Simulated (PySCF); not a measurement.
InCl, SMILES [Cl][In] (connectivity only; charge and spin as stated), neutral, multiplicity 1. Geometry: PBE0-D3(BJ)/def2-TZVP. The def2 effective core potentials stand for the cores of In; spin–orbit coupling is left out.

Computed with PBE0-D3(BJ)/def2-TZVP run with PySCF 2.14.0.

Harmonic wavenumbers (cm⁻¹): 312. Rotational constants (GHz): 3.203 (linear); symmetry number 1.

Q: Work out the zero-point energy and the ideal-gas rigid-rotor harmonic-oscillator thermochemistry at 298.15 K and 1 atm.

A: ZPE = ½ Σ hcν = ½ × 312 cm⁻¹ = 0.45 kcal/mol. H − E(el) = 2.77 kcal/mol. Entropy in cal/(mol K): translation 40.93, rotation 17.03, vibration 1.35, total 59.32. G − E(el) = -14.91 kcal/mol. Cp = 8.61 cal/(mol K).
